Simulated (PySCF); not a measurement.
Point-charge models of `CCCS[SiH2]N[SiH3]` against its computed dipole.

Coordinates (GFN2-xTB, Å) and charges (e) from the PBE0/pcSseg-1 density (PySCF):

```
atom       x       y       z  Mulliken      IAO  Hirshfeld  ESP-fitted
  C1  -3.559  -0.214  -0.992   -0.2713  -0.4191    -0.1150     -0.3767
  C2  -2.221  -0.592  -0.366   -0.2726  -0.2470    -0.0706     +0.3436
  C3  -1.736   0.486   0.588   -0.3490  -0.3234    -0.0643     -0.1719
  S4  -0.211   0.013   1.468   -0.2981  -0.2086    -0.1052     -0.3750
 Si5   1.228   0.151  -0.109   +0.7451  +0.8345    +0.3388     +0.4413
  N6   2.740   0.164   0.701   -0.8369  -0.9452    -0.3320     -0.7613
 Si7   4.314   0.028  -0.009   +0.6379  +0.7580    +0.3598     +0.5285
  H8  -3.891  -0.994  -1.671   +0.1214  +0.1462    +0.0444     +0.0921
  H9  -3.471   0.716  -1.550   +0.1094  +0.1375    +0.0399     +0.0887
 H10  -4.316  -0.082  -0.222   +0.1109  +0.1380    +0.0407     +0.0708
 H11  -2.322  -1.530   0.184   +0.1334  +0.1425    +0.0359     -0.0354
 H12  -1.478  -0.742  -1.152   +0.1368  +0.1308    +0.0357     -0.0536
 H13  -1.546   1.423   0.064   +0.1543  +0.1438    +0.0393     +0.0663
 H14  -2.472   0.663   1.372   +0.1598  +0.1574    +0.0459     +0.1577
 H15   0.984   1.400  -0.831   -0.0954  -0.1550    -0.0855     -0.0542
 H16   1.110  -0.995  -1.010   -0.0958  -0.1576    -0.0866     -0.0649
 H17   2.697   0.109   1.705   +0.2270  +0.2772    +0.1168     +0.4134
 H18   5.250   0.508   1.004   -0.1056  -0.1240    -0.0740     -0.1123
 H19   4.601  -1.360  -0.377   -0.1037  -0.1505    -0.0861     -0.1097
 H20   4.294   0.860  -1.210   -0.1078  -0.1356    -0.0775     -0.0872
```

Problem. Compute μ = Σ q r for each scheme (1 e·Å = 4.803 D) and compare with the dipole of the full density.

Solution. The full density gives (-0.47, 0.20, -0.78) D, 0.93 D in size; dipole vectors point from the negative to the positive end.

| scheme | μx | μy | μz | size (D) | share of the full size (%) | angle to the full dipole (°) |
| --- | --- | --- | --- | --- | --- | --- |
| Mulliken | 0.27 | -0.05 | -2.99 | 3.00 | 321 | 38 |
| IAO | 0.33 | 0.00 | -1.35 | 1.39 | 149 | 46 |
| Hirshfeld | -0.10 | 0.09 | -0.14 | 0.20 | 21 | 15 |
| ESP-fitted | -0.44 | 0.27 | -0.82 | 0.97 | 104 | 4 |

Problem. Which set comes closest?

Solution. Length of the difference vector: ESP-fitted 0.08 D, Hirshfeld 0.75 D, IAO 1.00 D, Mulliken 2.34 D. Closest: ESP-fitted. 

Problem. What is left for the Hirshfeld atoms' own dipoles?

Solution. The Hirshfeld atoms' densities add up to the full density, so μ = Σ q r + Σ (atomic dipoles). The atomic dipoles sum to (-0.47, 0.20, -0.78) − (-0.10, 0.09, -0.14) = (-0.37, 0.11, -0.64) D, 0.75 D in size.

Problem. With the origin at the mean of the coordinates, (0.000, 0.001, -0.121) Å, which are the largest single terms, by size, of the Hirshfeld dipole along the direction of the full one?

Solution. Si7 -3.89, N6 +3.23, H17 -1.60, C1 -1.36, H18 +1.23 D; all 20 atoms together +0.19 D. The single terms depend on the origin, their sum doesn't.

Problem. Give the size of the full dipole in other units.

Solution. 0.93 D = 0.368 au = 0.195 e·Å = 3.12 × 10⁻³⁰ C·m.

One conformer (not necessarily the lowest) at the GFN2-xTB geometry, without solvent, vibrations or thermal averaging.

Shape of the structure used: `[CH3:1][CH2:2][CH2:3][S:4][SiH2:5][NH:6][SiH3:7]`: C1–C2–C3–S4 175°, C2–C3–S4–Si5 72°, C3–S4–Si5–N6 164°, S4–Si5–N6–Si7 170°.
